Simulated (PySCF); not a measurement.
# Working out the ionisation energy of N⁺

N⁺ [He] 2s2 2p2 (3P) → N²⁺ [He] 2s2 2p1 (2P). All numbers are calculated (PySCF 2.14, the spin-free X2C one-electron Hamiltonian (Gaussian nucleus), in aug-cc-pCVQZ-DK). Frozen: nothing. Energies in hartree (1 hartree = 27.21139 eV):

| part | N⁺ (lower) | N²⁺ (upper) |
| --- | --- | --- |
| UHF | -53.922796 | -52.849761 |
| MP2 opposite-spin | -0.113482 | -0.105680 |
| MP2 same-spin | -0.019026 | -0.008063 |

What does Hartree-Fock give?

(-52.849761) − (-53.922796) = 1.073035 hartree = 29.199 eV.

What do MP2 and SCS-MP2 (6/5 opposite-spin, 1/3 same-spin) give?

The opposite-spin parts differ by 0.212 eV and the same-spin parts by 0.298 eV. MP2: 29.199 + (0.212) + (0.298) = 29.709 eV. SCS-MP2: 29.199 + 1.2 × (0.212) + (0.298)/3 = 29.553 eV.

A first-order spin-orbit estimate adds -0.003 eV to MP2 (valence and next inner shell), giving 29.706 eV against 29.601 eV (semi-empirical (NIST evaluation); NIST Atomic Spectra Database, ionization energies).

What remains against the reference includes basis incompleteness and correlation beyond second order.
